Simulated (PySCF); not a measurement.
The dipole of `C/C(=C/C#N)CC(F)(F)F` from its density and from atomic charges.

Coordinates (GFN2-xTB, Å) and charges (e) from the PBE0/pcSseg-1 density (PySCF):

```csv
atom,x,y,z,Mulliken,IAO,Hirshfeld,ESP-fitted
C1,-1.132,-1.427,0.181,-0.1208,-0.4296,-0.1142,-0.5857
C2,-0.656,-0.034,-0.050,-0.3825,+0.0775,+0.0433,+0.4704
C3,-1.345,1.036,0.362,-0.0129,-0.2158,-0.0416,-0.6136
C4,-0.926,2.362,0.144,+0.0796,+0.1337,+0.0760,+0.5458
N5,-0.601,3.445,-0.047,-0.2428,-0.2398,-0.2155,-0.4971
C6,0.660,0.122,-0.767,-0.2040,-0.3204,-0.0887,-0.6104
C7,1.827,-0.322,0.103,+0.7834,+0.8119,+0.2668,+0.7127
F8,1.763,0.174,1.345,-0.2606,-0.2788,-0.0905,-0.2078
F9,3.000,0.067,-0.412,-0.2631,-0.2788,-0.0913,-0.2137
F10,1.899,-1.658,0.233,-0.2722,-0.2881,-0.0870,-0.2239
H11,-1.148,-1.981,-0.757,+0.1369,+0.1603,+0.0553,+0.1775
H12,-0.456,-1.952,0.856,+0.1556,+0.1716,+0.0475,+0.1897
H13,-2.128,-1.435,0.616,+0.1245,+0.1553,+0.0549,+0.1690
H14,-2.286,0.932,0.883,+0.1335,+0.1817,+0.0691,+0.2598
H15,0.836,1.168,-1.029,+0.1801,+0.1836,+0.0543,+0.2148
H16,0.687,-0.486,-1.675,+0.1653,+0.1755,+0.0615,+0.2126
```

Form Σ q r in debye for every column and set it beside the full dipole.

The full density gives (-2.27, -3.83, -0.77) D, 4.52 D in size; dipole vectors point from the negative to the positive end.

```json
{"scheme": "Mulliken", "μx": "-2.53", "μy": "-4.15", "μz": "-1.40", "size (D)": "5.06", "share of the full size (%)": "112", "angle to the full dipole (°)": "6"}
{"scheme": "IAO", "μx": "-2.84", "μy": "-2.84", "μz": "-1.58", "size (D)": "4.31", "share of the full size (%)": "95", "angle to the full dipole (°)": "18"}
{"scheme": "Hirshfeld", "μx": "-1.09", "μy": "-2.89", "μz": "-0.44", "size (D)": "3.12", "share of the full size (%)": "69", "angle to the full dipole (°)": "10"}
{"scheme": "ESP-fitted", "μx": "-2.30", "μy": "-3.83", "μz": "-0.80", "size (D)": "4.54", "share of the full size (%)": "100", "angle to the full dipole (°)": "1"}
```

Which set comes closest?

Length of the difference vector: ESP-fitted 0.05 D, Mulliken 0.75 D, IAO 1.41 D, Hirshfeld 1.55 D. Closest: ESP-fitted. 

What is left for the Hirshfeld atoms' own dipoles?

The Hirshfeld atoms' densities add up to the full density, so μ = Σ q r + Σ (atomic dipoles). The atomic dipoles sum to (-2.27, -3.83, -0.77) − (-1.09, -2.89, -0.44) = (-1.18, -0.94, -0.33) D, 1.55 D in size.

With the origin at the mean of the coordinates, (0.000, 0.001, -0.001) Å, which are the largest single terms, by size, of the Hirshfeld dipole along the direction of the full one?

N5 +2.70, C1 -0.96, C7 -0.85, F9 +0.65, H11 +0.63 D; all 16 atoms together +3.07 D. The single terms depend on the origin, their sum doesn't.

Give the size of the full dipole in other units.

4.52 D = 1.779 au = 0.941 e·Å = 15.08 × 10⁻³⁰ C·m.

Isolated species at its GFN2-xTB geometry (one conformer only).

Conformer computed: `[CH3:1]/[C:2](=[CH:3]/[C:4]#[N:5])[CH2:6][C:7]([F:8])([F:9])[F:10]`: C1–C2–C6–C7 -70°, C2–C6–C7–F8 -47°.
